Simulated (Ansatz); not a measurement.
Ansatz (a first-principles code) input:

Ansatz 0.2 input:
```yaml
crystal:
  periodic: [false, false, false]
  atoms:
    - {symbol: C, position_ang: [2.32003156, -0.21338363, 0.15870825]}
    - {symbol: C, position_ang: [0.97293156, -0.28716560, 0.14835701]}
    - {symbol: C, position_ang: [0.04644238, 0.73158387, -0.30132222]}
    - {symbol: C, position_ang: [-1.31808495, 0.71461345, -0.33571114]}
    - {symbol: C, position_ang: [-2.02881568, -0.52945280, 0.15751773]}
    - {symbol: H, position_ang: [2.93969569, -1.02943903, 0.51520037]}
    - {symbol: H, position_ang: [2.83639264, 0.67598779, -0.19364562]}
    - {symbol: H, position_ang: [0.53479063, -1.21220202, 0.51784304]}
    - {symbol: H, position_ang: [0.55952661, 1.63510270, -0.65962978]}
    - {symbol: H, position_ang: [-2.72121107, -0.25516495, 0.96475008]}
    - {symbol: H, position_ang: [-2.67244515, -0.92009068, -0.64211496]}
    - {symbol: H, position_ang: [-1.43177855, -1.39136554, 0.53229906]}
basis:
  gaussian:
    orbitals: def2-TZVPD
hamiltonian:
  xc: {name: BHLYP}
total_charge: -1
output: {forces: true}
```

Problem. What final total energy does it print?

Solution. -194.59086 Eh (BHLYP/def2-TZVPD). The basis has 248 functions.

It need not be the lowest isomer of its formula. Whether it binds its extra electron was not tested at this geometry.
